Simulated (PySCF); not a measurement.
Species: C2H8BF2N.
Bonds: N1–B2, B2–C3, C3–C4, C4–F5, C4–F6. Hydrogens: H7, H8, H9 on N1; H10, H11 on B2; H12, H13 on C3; H14 on C4.

The calculation used PBE0-D3(BJ)/def2-SVP geometry optimisation, gas phase in PySCF.

(1) Give the optimised bond lengths and angles.

Results:

(1) 
```tsv
bond	length (pm)	order
N1–B2	163.2	single
B2–C3	163.4	single
C3–C4	149.6	single
C4–F5, C4–F6	137.3	single
N1–H7, N1–H8, N1–H9	102.1	single
B2–H10, B2–H11	122.6	single
C3–H12, C3–H13	110.2	single
C4–H14	110.4	single
```

Bonds in one row agree within 1 pm and their mean is given. Orders are formal, as drawn. A selection of angles:
```tsv
angle	degrees
B2–N1–H7	110.4
B2–N1–H8	112.5
H7–N1–H8	109.0
H8–N1–H9	106.7
N1–B2–C3	108.9
N1–B2–H10	105.8
N1–B2–H11	103.8
C3–B2–H10	112.7
H10–B2–H11	111.7
B2–C3–C4	115.2
B2–C3–H12	112.8
B2–C3–H13	108.2
C4–C3–H12	106.0
C4–C3–H13	108.2
H12–C3–H13	106.0
C3–C4–F5	111.7
C3–C4–F6	109.9
C3–C4–H14	116.0
F5–C4–F6	105.1
F5–C4–H14	106.9
```

Dihedral angles: N1–B2–C3–C4 -32° (synclinal); B2–C3–C4–F5 -44° (synclinal). The mirror-image conformer, all signs reversed, is as good.

H9 on N1 lies 2.25 Å from F5, 5 bonds away (angle at H 121°; Bondi radii sum to 2.67 Å). B2 (four-coordinate boron) is distorted tetrahedral (angles from 103.8° to 113.3°). Of the pairs four or more bonds apart, those above aside, F6···H8 is among the closest relative to their van der Waals radii: 2.38 Å, 89 % of the sum of Bondi's values. N1 (nitrogen bonded to B and 3 H) is tetrahedral (angles from 106.7° to 112.5°).

Point group: C1 (no symmetry element, even within 0.4 Å). Stationary, but not proved a minimum. One conformer, not necessarily the lowest.

Time: 66 s wall; peak memory 0.50 GiB. Hardware: an Arm Neoverse V1 with one thread, no GPU, shared host with 32 logical CPUs at a one-minute load of 28. These figures are those of the optimisation.
